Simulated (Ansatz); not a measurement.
`CC[NH][GaH2]` + `PP` → `P[PH][GaH2]` + `CCN` at 298.15 K and 1 bar (ligand exchange at a Ga–N bond).

Isolated molecules relaxed with PBE0-D4/def2-TZVP in Ansatz; ΔE leaves out vibrations. CBS: MP2 limit from def2 TZ/QZ plus the TZ coupled-cluster correction, frozen cores. This one scheme is used for every species. For Ga outer-core shells are correlated without core-valence functions, which leaves a few kJ/mol of doubt a bond. Scalar relativity is left out up to krypton. Each species was taken in one conformer, which may not be the lowest.

```tsv
species	CCSD(T)/CBS energy (Eh)	H − E (kJ/mol)	S (J/(mol·K))
`CC[NH][GaH2]`	-2059.56475	272.0	335.0
`PP`	-684.26248	105.7	273.8
`P[PH][GaH2]`	-2608.80809	127.6	332.9
`CCN`	-135.01652	257.8	271.6
```

H − E and S are ideal-gas, rigid-rotor, harmonic terms from PBE0-D4/def2-TZVP, for one conformer and one mirror image of each species. 1 Eh = 2625.50 kJ/mol, R = 8.31446 J/(mol·K).

By hand: ΔE, ΔH, ΔS and ΔG.

ΔE = (-2608.80809) + (-135.01652) − (-2059.56475) − (-684.26248) = 0.00262 Eh = 6.9 kJ/mol. Δ(H − E) = 127.6 + 257.8 − 272.0 − 105.7 = 7.7, so ΔH = 14.6 kJ/mol. ΔS = 332.9 + 271.6 − 335.0 − 273.8 = -4.3 J/(mol·K). ΔG = 14.6 − 298.15 × (-4.3)/1000 = 15.9 kJ/mol.

By hand: the equilibrium constant, and the temperature at which ΔG would vanish if ΔH and ΔS stayed fixed.

log₁₀ K = −ΔG/(RT ln 10) = -2.8. ΔH and −TΔS have one sign here, so there is no such temperature.

The number of gas molecules stays the same, so ΔS is small and ΔH decides. A doubt of 5 kJ/mol in ΔE shifts log₁₀ K by 0.9 here. Other conformers and mirror images would add mixing entropy, several J/(mol·K) or more a flexible species. These are equilibria of isolated gas molecules and say nothing of rates. Largest T1 diagnostic: 0.014 (customary marks: 0.02 for closed shells, 0.045 for open ones).

ΔS is within the doubt of such terms, so its sign, and with it that verdict, could turn.
